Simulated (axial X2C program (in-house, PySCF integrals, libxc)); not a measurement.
# Potential curves of VC⁺, 2c

All values were computed with an in-house relativistic program for diatomic molecules. Two-component (2c) means X2C with spin–orbit coupling and atomic mean-field two-electron Coulomb and Gaunt terms. Basis: V dyall-cv3z [10s10p6d4f2g], C dyall-v3z [7s6p2d1f] (cores contracted in-house); Gaussian nuclei, density fitting, unrestricted open shells. Masses: V 50.944 u, C 12.000 u.

State: Ω = 2 (⟨Sz⟩ = 2.00, ⟨Lz⟩ = 0.00 at HF). Energies in eV from the lowest point of each curve. Fits are polynomials in 1 − R0/R over 0.85 to 1.23 times the lowest point R0.

```tsv
R (Å)	HF
1.5947	1.7038
1.6680	1.0102
1.7230	0.6310
1.7780	0.3551
1.8330	0.1678
1.8972	0.0427
1.9613	0.0000
2.0438	0.0388
2.1446	0.1892
2.2912	0.5243
```

The state is one determinant with fixed occupations, lowest in a PBE0 search at one distance only: followed along the bond, the 2c determinant Ω = 1 reaches 0.68 eV lower at PBE0, so the state shown is not the lowest. With several unpaired electrons one determinant need not be a pure state. A state of lower Ω lies just above, and one determinant can place such states too high, so the state shown need not be the lowest. The search has Ω = 1 only 0.01 eV up. Open-shell Ω = 0 determinants with evenly filled partner blocks cannot be reached by this program, so the Ω shown need not be the lowest component. The determinant is spin-polarised beyond a pure state at some levels (its spin-free form has ⟨S²⟩ too high), which makes Re and μ there less reliable.

**Question.** Fit the HF curve near its minimum: give the equilibrium distance and the harmonic wavenumber.

**Answer.** At HF, 2c: Re = 1.969 Å, ωe ≈ 656 cm⁻¹; Be follows as 0.448 cm⁻¹.
